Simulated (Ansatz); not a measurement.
A CCSD(T) single point on CH$_{9}$BOSi$_{2}$ (`BOC([SiH3])[SiH3]`).

```yaml
crystal:
  periodic: [false, false, false]
  atoms:
    - {symbol: B, position_ang: [-2.148109, 0.419727, 0.953374]}
    - {symbol: O, position_ang: [-1.268425, -0.162794, 0.124243]}
    - {symbol: C, position_ang: [0.131723, 0.156886, 0.142349]}
    - {symbol: Si, position_ang: [0.607372, 0.888617, -1.536959]}
    - {symbol: Si, position_ang: [1.103289, -1.402608, 0.595998]}
    - {symbol: H, position_ang: [-3.288926, 0.077142, 0.850533]}
    - {symbol: H, position_ang: [-1.774643, 1.241478, 1.748376]}
    - {symbol: H, position_ang: [0.332433, 0.916717, 0.912029]}
    - {symbol: H, position_ang: [-0.221580, 2.093203, -1.802756]}
    - {symbol: H, position_ang: [2.044835, 1.266854, -1.498222]}
    - {symbol: H, position_ang: [0.385746, -0.113099, -2.609830]}
    - {symbol: H, position_ang: [0.640603, -1.905507, 1.915778]}
    - {symbol: H, position_ang: [2.547291, -1.055648, 0.668929]}
    - {symbol: H, position_ang: [0.895390, -2.450170, -0.435043]}
basis:
  gaussian: {orbitals: def2-SVP}
correlation: {method: ccsd_t}
```

```sh
$ ansatz run in.yaml --threads 4 --pin off --events-out ev --progress --plain --max-ram 10444MiB
```

The program prints (abridged):

```
Functional definition: HF
1211 factors; integrals over basis functions are off by at most 1.2e-3 eV
mean field evaluation 1: about -19595.9717 eV, gradient 2.8e1 eV
mean field evaluation 2: about -19596.0365 eV, gradient 2.8e1 eV
mean field evaluation 4: about -19598.6351 eV, gradient 4.7e0 eV
mean field evaluation 8: about -19598.7009 eV, gradient 1.1e-1 eV
mean field -19598.70096917 eV, -720.2389761402 hartree, gradient 6.8e-7 eV, S^2 0.000000; 0 other end points of the search recorded, 0 dependent functions left out
13 core orbitals not correlated: weight in the atoms' cores, before any rotation towards them, 1.000 or more for the frozen orbitals, at most 0.000 for the correlated occupied ones
reference -19598.70096917 eV, -720.2389761402 hartree; 15, 15 occupied and 95, 95 virtual orbitals, 1211 factors
second order -16.74360764 eV of doubles, -0.00000000 eV of singles
cycle   1  -17.96911345 eV  change    -1.2e0 eV  update   1.1e-1
cycle   2  -18.58824583 eV  change   -6.2e-1 eV  update   3.4e-2
cycle   3  -18.72775999 eV  change   -1.4e-1 eV  update   1.9e-2
cycle   4  -18.71921891 eV  change    8.5e-3 eV  update   5.7e-3
cycle   5  -18.71874198 eV  change    4.8e-4 eV  update   2.3e-3
cycle   6  -18.71866364 eV  change    7.8e-5 eV  update   7.3e-4
cycle   7  -18.71842561 eV  change    2.4e-4 eV  update   2.4e-4
cycle   8  -18.71849275 eV  change   -6.7e-5 eV  update   8.4e-5
cycle   9  -18.71852359 eV  change   -3.1e-5 eV  update   2.2e-5
perturbative correction -0.51943706 eV, -0.0190889598 hartree
Total energy: -19617.93892982 eV, -720.9459581542 hartree
```

Hardware: 4 threads of an Arm Neoverse V2 on a shared host. Wall time 8.5 s, peak host memory 0.67 GiB.

The correlation energy is -19.238 eV, 2.7 % of it from (T); the T1 diagnostic reads 0.0145.
